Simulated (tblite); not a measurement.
What does the GFN2-xTB structure of `[H]/N=C(\CF)COC(F)F` look like in three dimensions?

Z-matrix in Å and degrees, rows numbered from 1:
```
N 
C   1  1.2524
C   2  1.5110  1  126.80
F   3  1.3704  2  110.34  1     7.74
C   2  1.5132  1  118.13  3   179.55
O   5  1.4227  2  113.29  1   129.85
C   6  1.3492  5  115.17  2   -71.71
F   7  1.3622  6  111.64  5    84.51
F   7  1.3378  6  108.57  5  -159.35
H   1  1.0185  2  115.18  3    -0.99
H   3  1.0950  2  111.04  1   126.90
H   3  1.0952  2  110.61  1  -110.92
H   5  1.0963  2  108.61  1     6.29
H   5  1.0927  2  109.87  1  -113.48
H   7  1.1072  6  114.55  5   -37.04
```

The C–F distances run from 1.338 Å (C7–F9, drawn single) to 1.370 Å (C3–F4, drawn single), a spread of 0.032 Å. H10 on N1 lies 2.35 Å from F4, 4 bonds away (angle at H 102°; Bondi radii sum to 2.67 Å). The 2 C–O bonds span 1.349 Å (O6–C7, drawn single) to 1.423 Å (C5–O6, drawn single), a spread of 0.074 Å. Of the pairs four or more bonds apart, those above aside, F8···H12 is among the closest relative to their van der Waals radii: 2.51 Å, 94 % of the sum of Bondi's values.

Computed geometry: GFN2-xTB, gas phase.

Point group: C1 (no symmetry element, even within 0.4 Å). Its GFN2-xTB frequencies are all real (lowest 30 cm⁻¹). The numbers are those of one conformer (N1–C2–C3–F4 8°, N1–C2–C5–O6 130°, C2–C5–O6–C7 -72°, C5–O6–C7–F8 85°). 3 starts were optimised and ended at 0.00, 2.04 and 5.38 kcal/mol (GFN2-xTB); the lowest of these is shown.
